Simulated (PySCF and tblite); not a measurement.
Values are calculated unless marked as measured or tabulated.
C₅H₆O₂, numbered as in [CH3:1][O:2][c:3]1[cH:4][cH:5][o:6][cH:7]1.

Conformers came from 60 starts (ETKDG and KDG, MMFF94s, GFN2-xTB); geometries are PBE0-D3(BJ)/def2-SVP. Free energies are PBE0-D3(BJ)/pcSseg-1 (IEF-PCM, chloroform) single points with GFN2-xTB rigid-rotor and vibrational terms (modes under about 100 cm⁻¹ blended into free rotors). Symmetry numbers and mirror images are counted. Conformers within 3 kcal/mol (GFN2-xTB free energy) were kept, 2 at most. Couplings: B3LYP/6-31G* with pcJ-1 on H (gas phase; spin-dipole term only for pairs with B, N, F, Si or P). Couplings are for ¹H. H–H couplings come out 0.1 to 0.9 Hz lower than with pcJ-1 on all atoms. (PySCF 2.14, tblite 0.8.)

Torsions listed: C1–O2–C3–C4.

```tsv
conformer	shape	weight %
1	179°	91.2
2	0°	8.8
```

Question: Give the couplings in each conformer and the averages at 298.15 K (pairs that fast motion interchanges averaged).

Answer: 
```tsv
coupling	pairs	1	2	average (Hz)
²J(H1,H1)	3	-11.4	-11.4	-11.4
³J(H4,H5)	1	2.0	2.1	2.0
```
